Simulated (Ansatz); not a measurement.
Born–Oppenheimer molecular dynamics of a periodic cell of 17 atoms, TiSi16 (host Si, host structure diamond, interstitial Ti). It starts from a relaxed structure.

These are results of Ansatz 0.2.0, DFT PBE, scalar-relativistic, plane waves, PAW, not measurements. Settings: accuracy low, PAW set soft_1, cutoff 420 eV, k mesh 2x2x2, fermi-dirac smearing 0.05 eV, no spin polarisation.

```
ensemble                      : NVE (velocity Verlet)
time step                     : 2 fs
steps asked                   : 160
starting velocities drawn for : 1200 K
seed                          : 127099
```

Frames 10 fs apart, positions in Å, forces in eV/Å.

Velocities at 80 fs (Å/ps):

```
Si -2.86 1.22 2.84
Si -1.93 -2.31 3.73
Si -3.93 3.83 1.82
Si 1.08 0.88 2.56
Si -7.37 1.60 -1.39
Si 0.60 0.38 -2.52
Si -1.03 1.72 3.67
Si 2.15 -0.01 0.29
Si 3.32 -8.09 0.01
Si -0.44 4.08 -1.90
Si -2.44 -5.05 -0.91
Si 7.73 3.30 6.21
Si -1.61 -4.45 -0.27
Si -1.70 -0.45 0.86
Si -0.34 4.54 -10.22
Si 1.30 5.28 0.38
Ti 4.38 -3.80 -3.04
```

```xyz
17
Lattice="0.0000 5.4300 5.4300 5.4300 0.0000 5.4300 5.4300 5.4300 0.0000" Properties=species:S:1:pos:R:3:forces:R:3 time_fs=80 energy_less_start_eV=1.522 T=466
Si -0.128 -0.359 -0.252 0.00 -0.29 0.55
Si 1.084 1.197 1.248 0.41 0.18 -0.41
Si 2.715 2.841 0.186 0.04 0.09 0.09
Si 4.068 4.266 1.626 -0.14 -0.28 -2.27
Si 2.703 -0.045 2.386 -0.06 0.33 0.97
Si 4.040 1.245 3.954 -0.41 -0.33 -0.23
Si 5.330 2.957 2.885 -0.23 -0.66 -0.22
Si 6.877 4.187 4.022 1.02 0.39 0.41
Si -0.234 2.677 2.455 0.65 0.38 0.70
Si 1.404 3.596 4.017 -0.07 0.68 0.00
Si 2.788 5.378 3.029 -0.24 0.02 0.33
Si 4.207 6.993 4.249 -0.90 0.16 -0.53
Si 2.911 2.454 5.607 -0.33 0.83 -1.22
Si 4.181 4.242 6.417 -0.62 -1.12 0.97
Si 5.653 5.622 5.425 0.65 0.36 -0.18
Si 6.808 6.964 7.021 0.00 -0.65 -0.30
Ti 6.724 6.856 9.516 0.25 -0.10 1.35
17
Lattice="0.0000 5.4300 5.4300 5.4300 0.0000 5.4300 5.4300 5.4300 0.0000" Properties=species:S:1:pos:R:3:forces:R:3 time_fs=90 energy_less_start_eV=1.736 T=363
Si -0.155 -0.351 -0.216 0.32 -0.11 0.03
Si 1.072 1.177 1.273 0.39 0.20 -1.14
Si 2.678 2.879 0.206 0.29 -0.32 0.04
Si 4.076 4.270 1.613 -0.22 -0.42 -1.85
Si 2.634 -0.026 2.388 0.97 -0.22 0.85
Si 4.038 1.243 3.925 -0.50 -0.42 -0.10
Si 5.317 2.962 2.918 0.00 -0.57 -0.27
Si 6.915 4.193 4.031 0.65 0.19 0.27
Si -0.194 2.608 2.467 0.04 1.39 0.66
Si 1.398 3.646 4.000 -0.17 0.16 0.32
Si 2.763 5.330 3.026 0.36 0.36 0.12
Si 4.262 7.032 4.298 -2.04 0.63 -1.03
Si 2.891 2.427 5.583 -0.06 1.31 -1.32
Si 4.157 4.221 6.441 0.01 -0.65 0.65
Si 5.661 5.667 5.330 0.63 -0.82 1.48
Si 6.818 7.003 7.019 -0.37 -0.99 -0.36
Ti 6.769 6.818 9.500 -0.29 0.29 1.65
17
Lattice="0.0000 5.4300 5.4300 5.4300 0.0000 5.4300 5.4300 5.4300 0.0000" Properties=species:S:1:pos:R:3:forces:R:3 time_fs=100 energy_less_start_eV=1.684 T=388
Si -0.171 -0.346 -0.181 0.68 0.25 -0.81
Si 1.073 1.164 1.262 0.25 0.34 -0.93
Si 2.650 2.906 0.226 0.29 -0.67 -0.05
Si 4.077 4.258 1.540 -0.43 -0.58 -0.30
Si 2.597 -0.014 2.419 1.47 -0.48 0.25
Si 4.020 1.226 3.894 -0.28 -0.35 0.20
Si 5.304 2.949 2.941 0.24 -0.18 -0.42
Si 6.974 4.205 4.050 -0.10 -0.20 0.16
Si -0.150 2.586 2.501 -0.22 1.66 0.33
Si 1.386 3.701 3.993 -0.26 -0.24 0.52
Si 2.749 5.295 3.026 0.99 0.49 -0.54
Si 4.250 7.089 4.315 -1.80 0.16 -0.77
Si 2.868 2.444 5.514 -0.22 1.25 -0.84
Si 4.132 4.177 6.487 0.48 -0.11 0.29
Si 5.689 5.688 5.282 -0.11 -0.99 1.95
Si 6.817 7.009 7.005 -0.21 -0.97 -0.35
Ti 6.807 6.786 9.517 -0.76 0.63 1.30
17
Lattice="0.0000 5.4300 5.4300 5.4300 0.0000 5.4300 5.4300 5.4300 0.0000" Properties=species:S:1:pos:R:3:forces:R:3 time_fs=110 energy_less_start_eV=1.443 T=504
Si -0.164 -0.334 -0.172 0.60 0.48 -1.18
Si 1.083 1.163 1.222 0.23 0.49 0.28
Si 2.632 2.910 0.246 0.05 -0.87 -0.09
Si 4.063 4.227 1.455 -0.24 -0.57 1.02
Si 2.607 -0.018 2.457 1.09 -0.42 -0.67
Si 3.993 1.199 3.869 0.17 0.07 0.59
Si 5.299 2.929 2.950 0.38 0.00 -0.59
Si 7.029 4.211 4.074 -0.82 -0.44 0.12
Si -0.114 2.618 2.545 -0.19 1.04 -0.19
Si 1.365 3.750 4.003 -0.11 -0.16 0.37
Si 2.768 5.276 3.008 0.91 0.75 -0.73
Si 4.179 7.149 4.305 -0.58 -0.94 -0.35
Si 2.837 2.502 5.418 -0.32 0.73 0.06
Si 4.123 4.129 6.543 0.65 0.29 -0.12
Si 5.711 5.675 5.298 -1.18 -0.52 1.45
Si 6.810 6.983 6.979 0.23 -0.62 -0.26
Ti 6.832 6.766 9.559 -0.88 0.69 0.28
17
Lattice="0.0000 5.4300 5.4300 5.4300 0.0000 5.4300 5.4300 5.4300 0.0000" Properties=species:S:1:pos:R:3:forces:R:3 time_fs=120 energy_less_start_eV=1.363 T=543
Si -0.140 -0.306 -0.200 -0.27 0.24 -0.42
Si 1.101 1.178 1.192 0.24 0.47 1.49
Si 2.615 2.885 0.262 -0.17 -0.77 -0.06
Si 4.043 4.178 1.402 0.55 -0.16 1.16
Si 2.654 -0.036 2.474 0.24 -0.40 -1.08
Si 3.971 1.175 3.865 0.54 0.70 0.87
Si 5.307 2.908 2.939 0.45 -0.11 -0.64
Si 7.058 4.202 4.101 -1.21 -0.21 0.00
Si -0.084 2.685 2.584 -0.24 -0.05 -0.35
Si 1.342 3.795 4.025 0.25 0.41 -0.21
Si 2.817 5.283 2.968 0.22 0.95 -0.32
Si 4.089 7.179 4.282 0.60 -1.54 -0.33
Si 2.797 2.584 5.325 0.08 -0.13 1.04
Si 4.136 4.091 6.595 0.46 0.53 -0.67
Si 5.695 5.644 5.363 -1.63 -0.43 0.56
Si 6.811 6.936 6.945 0.61 -0.01 0.03
Ti 6.839 6.760 9.606 -0.70 0.52 -1.06
17
Lattice="0.0000 5.4300 5.4300 5.4300 0.0000 5.4300 5.4300 5.4300 0.0000" Properties=species:S:1:pos:R:3:forces:R:3 time_fs=130 energy_less_start_eV=1.325 T=562
Si -0.124 -0.270 -0.242 -1.12 -0.07 0.81
Si 1.126 1.208 1.210 0.05 0.11 1.75
Si 2.594 2.835 0.276 0.04 -0.24 -0.02
Si 4.041 4.123 1.387 1.04 0.19 0.65
Si 2.710 -0.068 2.457 -0.42 -0.19 -0.41
Si 3.966 1.173 3.889 0.38 0.92 0.58
Si 5.331 2.884 2.906 0.51 -0.29 -0.52
Si 7.046 4.188 4.129 -1.21 0.23 -0.22
Si -0.063 2.750 2.612 -0.30 -0.93 -0.13
Si 1.327 3.853 4.039 0.50 0.86 -0.83
Si 2.873 5.322 2.916 -0.43 0.93 0.02
Si 4.017 7.158 4.248 1.38 -1.51 -0.28
Si 2.761 2.662 5.266 0.66 -0.88 1.69
Si 4.163 4.070 6.623 -0.02 0.42 -1.07
Si 5.625 5.599 5.447 -1.25 -0.29 -0.39
Si 6.831 6.888 6.912 0.72 0.39 0.24
Ti 6.832 6.764 9.633 -0.54 0.36 -1.86
17
Lattice="0.0000 5.4300 5.4300 5.4300 0.0000 5.4300 5.4300 5.4300 0.0000" Properties=species:S:1:pos:R:3:forces:R:3 time_fs=140 energy_less_start_eV=1.023 T=708
Si -0.144 -0.236 -0.257 -1.01 -0.17 1.49
Si 1.153 1.242 1.286 -0.17 -0.39 1.02
Si 2.575 2.777 0.288 0.51 0.43 -0.16
Si 4.071 4.074 1.394 0.64 0.30 0.19
Si 2.752 -0.105 2.427 -0.75 0.28 0.77
Si 3.974 1.202 3.931 -0.08 0.65 -0.22
Si 5.372 2.849 2.856 0.56 -0.35 -0.22
Si 6.993 4.179 4.149 -0.86 0.37 -0.28
Si -0.051 2.785 2.636 -0.25 -1.12 0.15
Si 1.329 3.939 4.027 0.69 0.70 -0.85
Si 2.915 5.391 2.863 -0.66 0.41 -0.14
Si 3.991 7.086 4.206 1.51 -0.94 0.16
Si 2.745 2.712 5.263 0.57 -0.95 1.47
Si 4.190 4.061 6.617 -0.66 -0.35 -0.66
Si 5.515 5.545 5.518 0.09 0.60 -1.21
Si 6.875 6.852 6.885 0.31 0.32 0.01
Ti 6.813 6.775 9.624 -0.45 0.20 -1.52
17
Lattice="0.0000 5.4300 5.4300 5.4300 0.0000 5.4300 5.4300 5.4300 0.0000" Properties=species:S:1:pos:R:3:forces:R:3 time_fs=150 energy_less_start_eV=0.811 T=810
Si -0.197 -0.207 -0.223 -0.03 0.05 1.17
Si 1.175 1.262 1.395 -0.19 -0.69 -0.13
Si 2.573 2.733 0.295 0.67 0.71 -0.38
Si 4.123 4.034 1.409 -0.23 0.26 0.05
Si 2.769 -0.133 2.422 -0.74 0.52 1.53
Si 3.979 1.253 3.966 -0.31 0.21 -0.78
Si 5.431 2.803 2.799 0.31 -0.12 -0.02
Si 6.912 4.184 4.161 -0.29 0.21 -0.22
Si -0.049 2.784 2.665 -0.17 -0.57 0.38
Si 1.353 4.047 3.987 0.54 0.01 -0.27
Si 2.936 5.473 2.804 -0.43 -0.51 -0.55
Si 4.016 6.983 4.170 1.05 -0.03 0.65
Si 2.746 2.731 5.308 -0.09 -0.50 0.42
Si 4.194 4.041 6.591 -1.09 -1.15 0.48
Si 5.409 5.513 5.549 1.59 1.54 -1.64
Si 6.929 6.827 6.859 -0.40 0.11 -0.34
Ti 6.786 6.790 9.586 -0.20 -0.05 -0.35
17
Lattice="0.0000 5.4300 5.4300 5.4300 0.0000 5.4300 5.4300 5.4300 0.0000" Properties=species:S:1:pos:R:3:forces:R:3 time_fs=160 energy_less_start_eV=0.889 T=772
Si -0.250 -0.175 -0.151 0.96 0.77 0.30
Si 1.190 1.260 1.500 -0.12 -0.67 -1.13
Si 2.592 2.711 0.290 0.37 0.46 -0.53
Si 4.167 4.003 1.427 -0.94 -0.01 0.13
Si 2.762 -0.145 2.468 -0.39 0.30 1.53
Si 3.975 1.311 3.976 -0.22 -0.24 -0.64
Si 5.500 2.754 2.739 -0.34 0.38 -0.16
Si 6.820 4.194 4.164 0.33 -0.07 -0.16
Si -0.051 2.764 2.706 -0.02 0.13 0.42
Si 1.396 4.156 3.938 0.08 -0.74 0.47
Si 2.943 5.540 2.728 0.05 -1.06 -0.69
Si 4.075 6.879 4.154 0.02 0.91 0.57
Si 2.745 2.732 5.367 -0.71 -0.15 -0.91
Si 4.164 3.986 6.579 -0.38 -0.25 1.16
Si 5.353 5.528 5.527 1.84 0.66 -0.68
Si 6.970 6.806 6.822 -0.90 -0.05 -0.53
Ti 6.756 6.804 9.540 0.39 -0.39 0.84
17
Lattice="0.0000 5.4300 5.4300 5.4300 0.0000 5.4300 5.4300 5.4300 0.0000" Properties=species:S:1:pos:R:3:forces:R:3 time_fs=170 energy_less_start_eV=1.199 T=623
Si -0.272 -0.117 -0.068 1.27 1.10 -0.12
Si 1.201 1.236 1.569 -0.20 -0.25 -1.58
Si 2.624 2.705 0.266 -0.07 0.08 -0.47
Si 4.181 3.971 1.448 -1.05 -0.07 -0.18
Si 2.742 -0.147 2.565 0.03 -0.09 0.91
Si 3.963 1.361 3.965 0.03 -0.48 -0.22
Si 5.557 2.718 2.675 -0.83 0.74 -0.19
Si 6.740 4.203 4.162 0.83 -0.44 -0.14
Si -0.053 2.748 2.760 0.36 0.52 0.14
Si 1.441 4.240 3.905 -0.51 -1.25 0.81
Si 2.952 5.572 2.630 0.40 -0.87 -0.10
Si 4.133 6.805 4.155 -1.31 1.66 -0.31
Si 2.721 2.728 5.395 -0.77 0.20 -1.78
Si 4.122 3.924 6.606 0.50 1.19 1.27
Si 5.359 5.563 5.484 1.42 -1.14 1.01
Si 6.980 6.784 6.767 -1.09 -0.23 -0.41
Ti 6.733 6.810 9.511 0.99 -0.68 1.35
17
Lattice="0.0000 5.4300 5.4300 5.4300 0.0000 5.4300 5.4300 5.4300 0.0000" Properties=species:S:1:pos:R:3:forces:R:3 time_fs=180 energy_less_start_eV=1.159 T=642
Si -0.253 -0.024 0.013 0.83 0.56 -0.04
Si 1.206 1.204 1.585 -0.09 0.26 -1.20
Si 2.653 2.703 0.227 -0.44 -0.15 -0.31
Si 4.159 3.939 1.461 -0.64 0.18 -0.93
Si 2.722 -0.151 2.691 0.24 -0.21 -0.15
Si 3.953 1.397 3.946 0.38 -0.34 0.11
Si 5.588 2.705 2.605 -0.76 0.52 0.24
Si 6.687 4.196 4.155 1.02 -0.90 -0.06
Si -0.044 2.748 2.819 0.71 0.53 -0.40
Si 1.469 4.282 3.898 -0.77 -1.26 0.78
Si 2.972 5.575 2.528 0.20 -0.28 0.65
Si 4.150 6.785 4.149 -1.56 1.28 -0.39
Si 2.673 2.732 5.366 -0.05 0.76 -1.37
Si 4.094 3.899 6.675 0.36 1.38 0.80
Si 5.411 5.563 5.471 0.08 -1.67 1.29
Si 6.955 6.754 6.699 -0.64 -0.10 0.04
Ti 6.730 6.803 9.507 1.14 -0.55 0.93
17
Lattice="0.0000 5.4300 5.4300 5.4300 0.0000 5.4300 5.4300 5.4300 0.0000" Properties=species:S:1:pos:R:3:forces:R:3 time_fs=190 energy_less_start_eV=1.057 T=691
Si -0.207 0.087 0.092 -0.30 -0.55 -0.15
Si 1.208 1.181 1.562 0.50 0.67 -0.09
Si 2.668 2.695 0.178 -0.59 -0.14 -0.05
Si 4.117 3.912 1.443 0.00 0.38 -1.39
Si 2.710 -0.162 2.812 0.29 0.08 -1.18
Si 3.956 1.420 3.931 0.69 -0.09 0.31
Si 5.593 2.710 2.543 -0.41 0.02 0.70
Si 6.667 4.159 4.147 0.75 -1.14 0.11
Si -0.011 2.765 2.865 0.60 0.20 -0.85
Si 1.472 4.283 3.917 -0.74 -0.55 0.43
Si 2.999 5.568 2.448 -0.31 0.37 1.08
Si 4.117 6.807 4.131 -0.50 0.13 0.26
Si 2.623 2.760 5.293 0.78 0.71 0.02
Si 4.078 3.920 6.771 -0.11 0.85 0.01
Si 5.464 5.508 5.499 -1.90 -1.33 0.19
Si 6.910 6.723 6.633 0.44 0.64 0.60
Ti 6.748 6.786 9.521 0.80 -0.27 0.00
```

Of the whole run (320 fs, mean temperature of the second half 593 K): The conserved energy stayed within 0.49 meV per atom of its start (net change 0.35 meV per atom), so the integration is sound. Over the second half the temperature averaged 0.49 of the 1200 K drawn at the start: a run that starts near a minimum puts about half its kinetic energy into the potential. A run of 0.32 ps of so small a system gives no equilibrium averages. Limits of this set-up: coarse k mesh, a small cell, in which the defect meets its images, low accuracy level.

Run time: 14 min on 1 thread of Arm Neoverse V1, with other jobs on the host, peak memory 0.62 GiB.
